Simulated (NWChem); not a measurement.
System: C$_{3}$HBrF$_{2}$; SMILES FC(F)=C=CBr

Input file for NWChem:

```
start job
memory heap 200 mb stack 900 mb global 1100 mb
geometry units angstroms noautosym nocenter noautoz
  F      0.247973    -2.784274     1.075684
  C     -0.017447    -2.084925     0.000000
  F      0.247973    -2.784274    -1.075684
  C     -0.495157    -0.867465     0.000000
  C     -0.950669     0.352445     0.000000
  Br     0.154959     1.887067     0.000000
  H     -2.015127     0.608311     0.000000
end
basis spherical
  * library def2-svp
end
dft
  xc b3lyp
  iterations 150
end
cosmo
  dielec 20.7
end
task dft energy
```

Parts of the log:

```
             Northwest Computational Chemistry Package (NWChem) 7.3.0
             --------------------------------------------------------

                             Geometry "geometry" -> ""
                             -------------------------

 Output coordinates in angstroms (scale by  1.889725989 to convert to a.u.)

  No.       Tag          Charge          X              Y              Z
 ---- ---------------- ---------- -------------- -------------- --------------
    1 F                    9.0000     0.24797300    -2.78427400     1.07568400
    2 C                    6.0000    -0.01744700    -2.08492500     0.00000000
    3 F                    9.0000     0.24797300    -2.78427400    -1.07568400
    4 C                    6.0000    -0.49515700    -0.86746500     0.00000000
    5 C                    6.0000    -0.95066900     0.35244500     0.00000000
    6 Br                  35.0000     0.15495900     1.88706700     0.00000000
    7 H                    1.0000    -2.01512700     0.60831100     0.00000000

 Effective nuclear repulsion energy (a.u.)     351.3399111132

                                 NWChem DFT Module
                                 -----------------

 Summary of "ao basis" -> "ao basis" (spherical)
 ------------------------------------------------------------------------------
       Tag                 Description            Shells   Functions and Types
 ---------------- ------------------------------  ------  ---------------------
 F                          def2-svp                 6       14   3s2p1d
 C                          def2-svp                 6       14   3s2p1d
 Br                         def2-svp                12       32   5s4p3d
 H                          def2-svp                 3        5   2s1p

 in cosmo_initialize ...

 solvent parameters
 solvname_short: unkn
 solvname_long:  unknown
 dielec:       20.7000

          ---------------
          -cosmo- solvent
          ---------------
 Cosmo: York-Karplus, doi: 10.1021/jp992097l
 dielectric constant -eps-     =  20.70
 screen = (eps-1)/(eps    )    =   0.95169
 surface charge correction     = lagrangian

   van der Waals surface
 --------------------------

 ---------- ATOMIC COORDINATES (A.U.) ------------ VDWR(ANG.) --
     1    0.46860102   -5.26151494    2.03274801     1.720
     2   -0.03297005   -3.93993696    0.00000000     2.000
     3    0.46860102   -5.26151494   -2.03274801     1.720
     4   -0.93571105   -1.63927115    0.00000000     2.000
     5   -1.79650392    0.66602448    0.00000000     2.000
     6    0.29283005    3.56603955    0.00000000     2.160
     7   -3.80803786    1.14954111    0.00000000     1.300
 number of segments per atom =         32
 number of   points per atom =         32
 atom (   nspa,  nppa )
 ----------------------
    1 (     22,     0 )       0
    2 (     10,     0 )       0
    3 (     22,     0 )       0
    4 (     16,     0 )       0
    5 (     14,     0 )       0
    6 (     24,     0 )       0
    7 (     14,     0 )       0
 number of -cosmo- surface points =      122
 molecular surface =    131.215 angstrom**2
 molecular volume  =    112.115 angstrom**3
 G(cav/disp)       =      1.516 kcal/mol
 -lineq- algorithm             =   0
 -bem- low  level              =   2
 -bem- from -octahedral-
 gaussian surface charge width =   4.50000
 degree of switching           =   1.00000
 switching function tolerance  =   0.00010
 atomic radii =
 --------------
    1  9.000  1.720
    2  6.000  2.000
    3  9.000  1.720
    4  6.000  2.000
    5  6.000  2.000
    6 35.000  2.160
    7  1.000  1.300
 ...... end of -cosmo- initialization ......

            General Information
            -------------------
          SCF calculation type: DFT
          Wavefunction type:  closed shell.
          No. of atoms     :     7
          No. of electrons :    72
           Alpha electrons :    36
            Beta electrons :    36
          Charge           :     0
          Spin multiplicity:     1
          Use of symmetry is: off; symmetry adaption is: off
          Maximum number of iterations: 150
          AO basis - number of functions:   107
                     number of shells:    45
          Convergence on energy requested:  1.00D-06
          Convergence on density requested:  1.00D-05
          Convergence on gradient requested:  5.00D-04

              XC Information
              --------------
                         B3LYP Method XC Potential
                     Hartree-Fock (Exact) Exchange  0.200
                        Slater Exchange Functional  0.800 local
                    Becke 1988 Exchange Functional  0.720 non-local
              Lee-Yang-Parr Correlation Functional  0.810
                  VWN I RPA Correlation Functional  0.190 local

             Grid Information
             ----------------
          Grid used for XC integration:  medium
          Radial quadrature: Mura-Knowles
          Angular quadrature: Lebedev.
          Tag              B.-S. Rad. Rad. Pts. Rad. Cut. Ang. Pts.
          ---              ---------- --------- --------- ---------
          F                   0.50       49          12.0       434
          C                   0.70       49          11.0       434
          Br                  1.15      112          11.0       590
          H                   0.35       45          10.0       434
          Grid pruning is: on
          Number of quadrature shells:   402
          Spatial weights used:  Erf1

      Superposition of Atomic Density Guess
      -------------------------------------

 Sum of atomic energies:       -2884.04454185

      Non-variational initial energy
      ------------------------------

 Total energy =   -2886.395251
 1-e energy   =   -4711.826863
 2-e energy   =    1474.091700
 HOMO         =      -0.256056
 LUMO         =      -0.002232

   convergence    iter        energy       DeltaE   RMS-Dens  Diis-err
 ---------------- ----- ----------------- --------- --------- ---------
     COSMO gas phase
 d= 0,ls=0.0,diis     1  -2888.0017002093 -3.24D+03  1.87D-02  1.31D+00
 d= 0,ls=0.0,diis     2  -2887.9122779179  8.94D-02  9.94D-03  2.28D+00
 d= 0,ls=0.0,diis     3  -2888.1466187593 -2.34D-01  1.77D-03  3.02D-02
 d= 0,ls=0.0,diis     4  -2888.1492208956 -2.60D-03  8.08D-04  8.13D-03
 d= 0,ls=0.0,diis     5  -2888.1501629636 -9.42D-04  2.87D-04  1.64D-03
  Resetting Diis
 d= 0,ls=0.0,diis     6  -2888.1503527770 -1.90D-04  6.45D-05  4.65D-05
 d= 0,ls=0.0,diis     7  -2888.1503572421 -4.47D-06  5.85D-05  7.97D-06
 d= 0,ls=0.0,diis     8  -2888.1503541640  3.08D-06  3.75D-05  3.05D-05
 d= 0,ls=0.0,diis     9  -2888.1503583375 -4.17D-06  3.38D-06  1.49D-07
 d= 0,ls=0.0,diis    10  -2888.1503583567 -1.91D-08  7.01D-07  7.04D-09

   convergence    iter        energy       DeltaE   RMS-Dens  Diis-err
 ---------------- ----- ----------------- --------- --------- ---------
     COSMO solvation phase
 d= 0,ls=0.0,diis     1  -2888.1527951058 -2.44D-03  1.06D-03  7.59D-04
 d= 0,ls=0.0,diis     2  -2888.1530216712 -2.27D-04  1.97D-04  2.46D-04
 d= 0,ls=0.0,diis     3  -2888.1530369565 -1.53D-05  8.18D-05  1.46D-04
 d= 0,ls=0.0,diis     4  -2888.1530522928 -1.53D-05  2.59D-05  7.80D-06
 d= 0,ls=0.0,diis     5  -2888.1530531040 -8.11D-07  9.11D-06  1.95D-06

         Total DFT energy =    -2888.153053104043
      One electron energy =    -4713.140179776182
           Coulomb energy =     1602.499528832999
    Exchange-Corr. energy =     -128.870549871314
 Nuclear repulsion energy =      351.339911113209

             COSMO energy =        0.018236597245

 Numeric. integr. density =       72.000002335821

                                   COSMO solvation results
                                   -----------------------

                 gas phase energy =     -2888.150358356659
                 sol phase energy =     -2888.153053104043
 (electrostatic) solvation energy =         0.002694747385 (    1.69 kcal/mol)

                       DFT Final Molecular Orbital Analysis
                       ------------------------------------

 Vector   34  Occ=2.000000D+00  E=-3.011224D-01
              MO Center=  6.4D-02,  1.8D+00,  2.3D-08, r^2= 1.8D+00
   Bfn.  Coefficient  Atom+Function         Bfn.  Coefficient  Atom+Function
  ----- ------------  ---------------      ----- ------------  ---------------
    85      0.503250  6 Br px                82      0.460184  6 Br px
    86     -0.319882  6 Br py                79     -0.302893  6 Br px
    83     -0.271566  6 Br py                80      0.180053  6 Br py
   103      0.134698  7 H  s                 60     -0.097964  5 C  px
    76      0.098356  6 Br px                44     -0.077466  4 C  s

 Vector   35  Occ=2.000000D+00  E=-2.777555D-01
              MO Center= -1.7D-01,  7.6D-01, -3.2D-09, r^2= 3.4D+00
   Bfn.  Coefficient  Atom+Function         Bfn.  Coefficient  Atom+Function
  ----- ------------  ---------------      ----- ------------  ---------------
    87      0.488228  6 Br pz                84      0.417643  6 Br pz
    48     -0.341700  4 C  pz                81     -0.275139  6 Br pz
    62     -0.237284  5 C  pz                51     -0.221004  4 C  pz
    65     -0.137065  5 C  pz                78      0.089303  6 Br pz
     5     -0.087412  1 F  py                33      0.087412  3 F  py

 Vector   36  Occ=2.000000D+00  E=-2.726161D-01
              MO Center= -2.4D-01, -1.2D+00, -9.1D-10, r^2= 3.1D+00
   Bfn.  Coefficient  Atom+Function         Bfn.  Coefficient  Atom+Function
  ----- ------------  ---------------      ----- ------------  ---------------
    46      0.383618  4 C  px                18      0.349968  2 C  px
    49      0.277089  4 C  px                 4      0.210508  1 F  px
    32      0.210508  3 F  px                83      0.199345  6 Br py
    86      0.195807  6 Br py                50      0.174249  4 C  py
     7     -0.160263  1 F  px                35     -0.160263  3 F  px

 Vector   37  Occ=0.000000D+00  E=-4.345400D-02
              MO Center= -5.8D-01, -3.6D-01,  1.9D-08, r^2= 2.8D+00
   Bfn.  Coefficient  Atom+Function         Bfn.  Coefficient  Atom+Function
  ----- ------------  ---------------      ----- ------------  ---------------
    65      0.562364  5 C  pz                51     -0.457622  4 C  pz
    62      0.452307  5 C  pz                48     -0.390469  4 C  pz
    87     -0.222341  6 Br pz                20     -0.194843  2 C  pz
    23     -0.167315  2 C  pz                 5     -0.134411  1 F  py
    33      0.134411  3 F  py                 3      0.123446  1 F  s

 Vector   38  Occ=0.000000D+00  E=-3.335226D-02
              MO Center= -1.8D-01, -6.3D-02, -2.6D-08, r^2= 4.7D+00
   Bfn.  Coefficient  Atom+Function         Bfn.  Coefficient  Atom+Function
  ----- ------------  ---------------      ----- ------------  ---------------
    86      0.587580  6 Br py                59      0.445955  5 C  s
    18     -0.414353  2 C  px                85      0.383686  6 Br px
    64      0.362388  5 C  py                75     -0.359954  6 Br s
    21     -0.348077  2 C  px                63      0.304553  5 C  px
    83      0.248310  6 Br py                46      0.243033  4 C  px

 Vector   39  Occ=0.000000D+00  E= 4.820400D-02
              MO Center= -9.3D-01,  2.9D-01, -1.8D-08, r^2= 4.6D+00
   Bfn.  Coefficient  Atom+Function         Bfn.  Coefficient  Atom+Function
  ----- ------------  ---------------      ----- ------------  ---------------
    59      1.450881  5 C  s                104     -1.168020  7 H  s
    45     -0.489782  4 C  s                 75     -0.474813  6 Br s
    86      0.437918  6 Br py                85      0.386961  6 Br px
    49     -0.369752  4 C  px                64      0.361622  5 C  py
    58      0.339748  5 C  s                 18      0.273052  2 C  px

     Multipole analysis of the density
     ---------------------------------

     L   x y z        total         alpha         beta         nuclear
     -   - - -        -----         -----         ----         -------
     0   0 0 0     -0.000000    -36.000000    -36.000000     72.000000

     1   1 0 0     -0.489862      0.612708      0.612708     -1.715278
     1   0 1 0      0.140645     -0.816955     -0.816955      1.774555
     1   0 0 1     -0.000000     -0.000000     -0.000000      0.000000

     2   2 0 0    -30.604903    -38.342131    -38.342131     46.079358
     2   1 1 0      0.105582      4.755433      4.755433     -9.405284
     2   1 0 1      0.000000      0.000000      0.000000      0.000000
     2   0 2 0    -34.462196   -545.546547   -545.546547   1056.630898
     2   0 1 1     -0.000000     -0.000000     -0.000000      0.000000
     2   0 0 2    -34.353197    -54.365179    -54.365179     74.377161
```

Level: B3LYP/def2-SVP, COSMO on the gas-phase geometry. Geometry: optimised at PBE0/def2-SVP. COSMO prints the solvation energy as gas minus solution, so a positive value is a stabilisation.
